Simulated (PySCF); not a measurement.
C3H12OSi3.
InChI=1S/C3H12OSi3/c1-2-3-7(6)4-5/h2,7H,1,3H2,5-6H3/t7-/m0/s1

Torsions of this conformer, `[CH2:1]=[CH:2][CH2:3][Si@H:4]([SiH3:5])[O:6][SiH3:7]`: C1–C2–C3–Si4 97°, C2–C3–Si4–Si5 60°, C3–Si4–O6–Si7 75°.

The closed-shell ground state was solved at several levels (PySCF, density fitting, gas phase, non-relativistic). Geometry: PBE0-D3(BJ)/def2-SVP, one conformer, isolated molecule.

```json
{"level": "PBE0/pcSseg-1", "basis functions": "200", "total energy (Eh)": "-1064.6352", "HOMO (eV)": "-7.21", "LUMO (eV)": "-0.23", "gap (eV)": "6.98", "dipole (D)": "0.80"}
{"level": "CAM-B3LYP/def2-SVPD", "basis functions": "251", "total energy (Eh)": "-1064.8006", "HOMO (eV)": "-8.47", "LUMO (eV)": "0.69", "gap (eV)": "9.16", "dipole (D)": "0.85"}
```

Q: What might KT2/pcSseg-1 (200 basis functions) give for the same quantities?

A: Total energy -1076.0165 Eh, HOMO -6.13 eV, LUMO -1.23 eV, gap 4.90 eV, dipole 0.78 D.

Q: Over all these levels, which gives the widest orbital gap and which the narrowest?

A: CAM-B3LYP/def2-SVPD (range-separated hybrid) has the widest, 9.16 eV, and KT2/pcSseg-1 (GGA) the narrowest, 4.90 eV. Functional and basis both differ between the two, so the spread mixes both effects.

Q: How far do the dipole and the HOMO energy spread over the levels?

A: The dipole runs from 0.78 to 0.85 D (mean 0.81 D) and the HOMO from -8.47 to -6.13 eV.
